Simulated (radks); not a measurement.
Excited configurations of W II: one electron is placed in a higher orbital outside [Xe] 4f14 5d4. The ground configuration is [Xe] 4f14 5d4 6s1. Method: scalar-relativistic Kohn-Sham, LDA (Slater exchange, Perdew-Wang correlation), spin-polarised, spherical densities, finite nucleus; open shells are filled with parallel spins first (spin-orbit coupling, left out, can overturn this in heavy ions); Fermi nuclear charge, rms radius 5.3658 fm; computed with a radial shooting solver on a logarithmic mesh with Libxc functionals. Excitation = E - E(ground); binding = E(ion) - E, where the ion is the core of charge +2; n* = 2/sqrt(2 binding) in atomic units, and the quantum defect is n - n*.

outer orbital  excitation (eV)  binding (eV)     n*  quantum defect  eigenvalue (eV)  <r> (bohr)
5f                      13.048         3.698  3.836           1.164           -2.605       7.983
6p                       5.805        10.942  2.230           3.770           -8.257       3.710
6d                      11.223         5.523  3.139           2.861           -4.100       6.255
6f                      14.239         2.507  4.659           1.341           -1.896       13.80
7s                      10.085         6.661  2.858           4.142           -5.312       6.454
7p                      11.610         5.136  3.255           3.745           -4.062       7.940
7d                      13.465         3.281  4.073           2.927           -2.561       11.63
7f                      14.967         1.780  5.530           1.470           -1.397       21.10

The Delta-SCF ionisation energy is 16.746 eV (NIST Atomic Spectra Database: 16.4 eV, semi-empirical). Self-interaction in the functional shifts the binding energies and quantum defects, so they are the method's values and not measured ones. Open shells are spherical and high-spin; term and fine-structure splittings are not resolved. Spin-orbit splitting is averaged out at the scalar-relativistic level.
